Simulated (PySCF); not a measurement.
**Computed properties of Si(Br)(Me)(OH)2 (CH₅BrO₂Si), SMILES C[Si](O)(O)Br**

Si(Br)(Me)(OH)2 (CH5BrO2Si), SMILES C[Si](O)(O)Br. Geometry optimised at B3LYP-D3(BJ)/def2-SVP. The structure was generated by enumeration, and PubChem lists no compound with its InChIKey, so it may never have been made. One conformer was computed; it need not be the lowest. All values are computed for the isolated molecule unless a solvent is named; none is compared with measurement here.

**Structure.** All 24 harmonic modes at B3LYP-D3(BJ)/def2-SVP (PySCF) are real, so it is a minimum. With heavy atoms numbered as in [CH3:1][Si:2]([OH:3])([OH:4])[Br:5], the shortest bond between them is Si2–O4 at 1.651 Å and the longest Si2–Br5 at 2.265 Å.

**Vibrations.** The strongest infrared lines (harmonic, unscaled, degenerate partners summed) lie at 838 cm⁻¹ (300 km/mol, H 60 %, O 16 %, Si 13 %, C 11 %), 819 cm⁻¹ (149 km/mol, H 73 %, O 15 %, C 10 %), 969 cm⁻¹ (147 km/mol, Si 47 %, O 39 %, H 13 %). The softest mode is at 98 cm⁻¹ and the zero-point energy is 41.6 kcal/mol.

**Electronic structure.** B3LYP/def2-TZVP (PySCF) places the frontier levels at -8.15 and 0.14 eV, a gap of 8.29 eV, and gives a dipole moment of 0.92 D and a mean polarisability of 61.8 bohr³. PBE/def2-TZVP (PySCF) at the same geometry gives -7.06 and -0.39 eV, so its gap is 1.62 eV narrower. An orbital gap is neither the optical nor the fundamental gap.

**Excitations.** TDDFT-PBE0/def2-SVPD (PySCF) has S1 at 7.19 eV (172 nm, f = 0.049, weak); the most intense of the 10 singlets computed lies at 8.45 eV (f = 0.11). T1 (TDA) is at 6.89 eV. TDDFT-PBE/def2-SVPD (PySCF) puts S1 at 6.31 eV. No vertical singlet excitation falls in the visible range (under 3.1 eV).

**NMR.** GIAO shifts at B3LYP/pcSseg-1 (PySCF) (non-relativistic, atoms alike by connectivity averaged): ¹³C at 5.3 ppm against TMS; ¹H from 0.8 to 2.5 ppm against TMS; ²⁹Si at -0.9 ppm against TMS. Without spin–orbit terms, shifts of atoms bonded to Cl or Br come out too high.

**Solvation.** SMD-B3LYP/def2-SVP (PySCF) gives -7.6 kcal/mol in water, -8.5 kcal/mol in 1-octanol, -4.5 kcal/mol in n-hexane (1 M in both phases, gas-phase geometry); of these solvents 1-octanol holds the molecule best.
